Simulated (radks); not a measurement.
Question: These are the eigenvalues of the occupied orbitals of an atom or ion with whole-number occupations (hartree). Calculated with a radial shooting solver on a logarithmic mesh with Libxc functionals: Dirac Kohn-Sham, BLYP, spin-unpolarised, spherical densities, finite nucleus; Fermi nuclear charge, rms radius of each element as measured or else 0.836 A^(1/3) + 0.57 fm.

orbital  eigenvalue
1s1/2     -593.5851
2s1/2     -113.1746
2p1/2     -106.7564
2p3/2     -104.4538
3s1/2     -42.87552
3p1/2     -40.70517

Which element is it, and in what charge state? The configuration may be excited. Open shells, if any, fill j = l - 1/2 first.

Answer: Z = 37, rubidium, charge +24: Rb24+ in [Ne] 3s2 3p1. The list shows which subshells hold electrons but not how many an open one holds; the 1s level, -593.59 hartree, gives Z - s = 34.5 by -(Z - s)^2/2, which with screening and relativity narrows Z to a few neighbours, and the depths of the outer levels then fix element, charge and occupations together.
